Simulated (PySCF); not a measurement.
# What an electron can do to GeB

PBE in PySCF with def2-TZVPPD on every atom, for the lowest determinant that a PBE0 search found; no spin–orbit coupling.

```csv
species,state (unpaired electrons),Re (Å),ωe (cm⁻¹),energy of the minimum from the neutral (eV),De (eV),dissociates to
GeB,"quartet (σ ↑, π ↑↑)",2.001,623,0.00,3.51,Ge + B
GeB⁺,"triplet (σ ↑, π ↑)",2.210,447,8.66,2.75,Ge⁺ + B
```

**Question.** Work out the lowest energy to break GeB into atoms, from its vibrational ground state.

**Answer.** D0 = De − ωe/2 = 3.51 − 0.04 = 3.47 eV (PBE/def2-TZVPPD).

**Question.** Work out the ionisation energy of the Ge atom at this level and the threshold of dissociative ionisation.

**Answer.** IE(Ge) = 8.66 + 2.75 − 3.51 = 7.90 eV, so Ge⁺ + B + e⁻ appears at D0 + IE(Ge) = 11.37 eV (PBE/def2-TZVPPD). The measured IE(Ge) is 7.899 eV (NIST ASD).

These are thermodynamic thresholds; the onsets seen under electron impact lie higher where the geometry changes, and cross-sections peak well above them.

Spin–orbit coupling is left out. For an ion De counts to the pair picked by the measured ionisation energies or electron affinities, which need not be the lowest pair at this level. States were picked by a PBE0 search and need not be the measured ground states.
